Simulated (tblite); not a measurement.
Compound: C₆H₁₃As.
Z-matrix (Å and degrees, GFN2-xTB geometry), rows numbered from 1:
```
As
C   1  1.9894
C   2  1.5266  1  114.30
C   3  1.5405  2  112.26  1    66.86
C   4  1.5262  3  105.49  2  -136.35
C   5  1.5232  4  102.40  3    35.39
C   6  1.5263  5  102.88  4   -43.42
H   1  1.5042  2   96.12  3   -88.94
H   1  1.5025  2   92.92  3  -177.90
H   2  1.0939  1  109.87  3   124.04
H   2  1.0960  1  106.44  3  -120.11
H   3  1.0963  2  107.97  1  -172.44
H   4  1.0896  3  112.21  2   100.76
H   4  1.0945  3  109.32  2   -19.20
H   5  1.0918  4  110.37  3   -81.56
H   5  1.0892  4  112.53  3   157.10
H   6  1.0889  5  113.21  4  -165.40
H   6  1.0966  5  109.32  4    73.19
H   7  1.0939  3  111.38  2   -12.19
H   7  1.0912  3  110.32  2  -132.15
```

Method: GFN2-xTB as coded in tblite; computed harmonic values from a numerical Hessian at the method's own geometry, unscaled. The method is semi-empirical: single wavenumbers can be off by several per cent or more. Modes of hydrogen on arsenic can be 10 to 20 % off. One conformer, not necessarily the lowest.

Harmonic wavenumbers (cm⁻¹): 65.1, 99.1, 149.1, 194.2, 270.0, 348.1, 440.3, 537.7, 560.6, 628.6, 676.1, 752.8, 817.8, 848.5, 876.5, 884.1, 951.8, 981.1, 989.8, 1026.0, 1046.3, 1067.6, 1078.2, 1104.2, 1126.1, 1170.3, 1189.5, 1209.2, 1224.9, 1235.9, 1291.6, 1298.0, 1301.9, 1317.3, 1322.4, 1336.7, 1455.0, 1470.6, 1477.4, 1482.2, 1498.0, 1907.9, 1927.8, 2904.2, 2909.0, 2910.6, 2932.5, 2936.6, 2940.0, 2977.6, 2982.8, 2999.5, 3005.2, 3009.5.

A = 3250, B = 1034, C = 984.6 MHz; mass 160.023 u (most abundant isotopes); point group C1, symmetry number 1.

Q: Zero-point energy?

A: Half the sum of the wavenumbers: 37572 cm⁻¹ = 107.42 kcal/mol.

Q: Entropy at 273.15 K, 1 bar (ideal gas, RRHO, classical rotation)?

A: Translation 40.71, rotation 28.70, vibration 18.09: S = 87.5 cal/(mol K).

Q: And Cp and H(273.15 K) − H(0)?

A: Cp = 30.01 cal/(mol K), of which vibrations give 22.06 (their classical limit is 54 R = 107.3); H(273.15 K) − H(0) = 4.92 kcal/mol without the zero-point energy, 2.75 from vibrations.

Q: Which modes carry the vibrational entropy at 273.15 K?

A: 65.1 cm⁻¹: 4.12; 99.1 cm⁻¹: 3.30; 149.1 cm⁻¹: 2.52; 194.2 cm⁻¹: 2.03; 270.0 cm⁻¹: 1.45; 348.1 cm⁻¹: 1.04 cal/(mol K); the other 48 give 3.64 together.

Q: What must be added to the electronic energy to get the Gibbs energy at 273.15 K and 1 bar?

A: ZPE + [H(273.15 K) − H(0)] − T·S = 107.42 + 4.92 − 23.90 = 88.44 kcal/mol.

Q: How do the functions run with temperature in this model?

A: 
```
 T (K)  S (cal/(mol K))  Cp (cal/(mol K))  H − H(0) (kcal/mol)  G − H(0) (kcal/mol)  ln q(vib)
   150             73.5              18.7                 1.97                -9.05       1.84
   250             85.0              27.5                 4.25               -16.99       3.62
298.15             90.3              32.8                 5.70               -21.21       4.51
   400            101.5              44.1                 9.62               -30.97       6.51
   600            123.1              62.6                20.40               -53.45      10.75
   900            152.1              80.3                42.06               -94.84      17.33
```

q(vib) and H(0) count from the zero-point level.

Hindered rotation and anharmonicity are outside this model. Other conformers, if any are populated, would add a mixing term that is left out. The structure is chiral; the term R ln 2 for an equal mix with its mirror image is left out.

On one thread, Arm Neoverse V1 (aarch64), on a shared host, this took 0.72 s of wall time. This covers the Hessian and the dipole derivatives.
